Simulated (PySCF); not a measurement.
A PySCF script (with the pyscf-properties extension) for the NMR shieldings of `CCN[SiH2][C@@H](C)CC`, C6H17NSi, on a GFN2-xTB geometry:

```python
import basis_set_exchange as bse
import numpy as np
from pyscf import gto, dft
from pyscf.prop import nmr

atoms = """
C     3.070576    1.074869    1.049327
C     2.817693    0.102716   -0.100793
N     1.430276    0.028790   -0.486944
Si    0.305776   -0.976549    0.333178
C    -1.384182   -0.708487   -0.503819
C    -2.147090   -2.027682   -0.547175
C    -2.243634    0.346984    0.193950
C    -1.607174    1.730301    0.208348
H     2.770979    2.082365    0.766454
H     4.125521    1.086202    1.311041
H     2.494100    0.773669    1.920416
H     3.127167   -0.900514    0.196475
H     3.414743    0.402682   -0.969736
H     1.103729    0.909671   -0.856791
H     0.808938   -2.342449    0.146890
H     0.149374   -0.764255    1.787978
H    -1.228637   -0.381628   -1.537490
H    -1.594070   -2.775821   -1.109057
H    -3.122887   -1.901136   -1.016809
H    -2.304005   -2.407950    0.460257
H    -2.436841    0.028612    1.221248
H    -3.212245    0.410203   -0.313553
H    -1.385745    2.056056   -0.806712
H    -2.281258    2.455885    0.660249
H    -0.682039    1.721608    0.780895
"""
names = dict.fromkeys(["C", "N", "Si", "H"], "pcSseg-1")
basis = {el: gto.basis.parse(bse.get_basis(n, elements=[el], fmt="nwchem")) for el, n in names.items()}
mol = gto.M(atom=atoms, basis=basis, charge=0, verbose=0)
mf = dft.RKS(mol, xc="PBE0")
mf.grids.level = 2
mf.grids.alignment = dft.numint.BLKSIZE   # the property module wants whole blocks of grid points
mf.conv_tol = 1e-9
mf.kernel()

calc = nmr.RKS(mf)   # GIAO
C = mf.mo_coeff
Co = C[:, mf.mo_occ > 0]
resp = mf.gen_response(singlet=True, hermi=2)
def vind(x):   # induced exchange potential for any number of trial vectors
    d = np.einsum("pi,xij,qj->xpq", C, 2 * x.reshape(-1, C.shape[1], Co.shape[1]), Co, optimize=True)
    return np.einsum("xpq,pi,qj->xij", resp(d - d.transpose(0, 2, 1)), C, Co, optimize=True).ravel()
mo1, _ = nmr.rhf.solve_mo1(calc, with_cphf=vind)
sigma = calc.kernel(mo1)
for i, s in enumerate(sigma):   # ppm
    print("%2d %-2s %9.2f" % (i, mol.atom_pure_symbol(i), np.trace(s) / 3))
```

Problem. What are the results?

Solution. 
```
 0 C     164.55
 1 C     144.01
 2 N     225.46
 3 Si    371.74
 4 C     161.83
 5 C     166.16
 6 C     152.98
 7 C     168.98
 8 H      30.83
 9 H      30.67
10 H      30.30
11 H      29.07
12 H      28.56
13 H      31.80
14 H      27.27
15 H      26.93
16 H      30.99
17 H      30.35
18 H      30.55
19 H      30.83
20 H      30.40
21 H      30.17
22 H      30.91
23 H      30.38
24 H      30.62
```

These numbers come from an equivalent density-fitted implementation of the same equations, which agrees with the script to about 0.01 ppm for H and up to a few tenths of a ppm for heavy atoms, so last digits may differ.

Problem. Turn these shieldings into chemical shifts. Referencing at the same level of theory: 13C (σref 186.93), 29Si (σref 349.16), 1H (σref 31.72) against TMS; 15N (σref 267.73) vs NH3.

Solution. Averaging equivalent atoms: C 1: 42.9; C 6: 33.9; C 4: 25.1; C 0: 22.4; C 5: 20.8; C 7: 17.9; N 2: 42.3; Si 3: -22.6; H 15: 4.79; H 14: 4.45; H 12: 3.15; H 11: 2.65; H 21: 1.55; H 20: 1.32; H 17/18/19: 1.14; H 8/9/10: 1.12; H 22/23/24: 1.08; H 16: 0.72; H 13: -0.08 ppm. Experimental scales use liquid or dissolved standards, which lie at an offset from isolated NH3 (liquid NH3: subtract about 20 ppm).

Size and cost of the density-fitted run: 228 basis functions, 84 s wall time on 1 thread of an Arm Neoverse N1, shared host; peak memory 0.96 GiB.
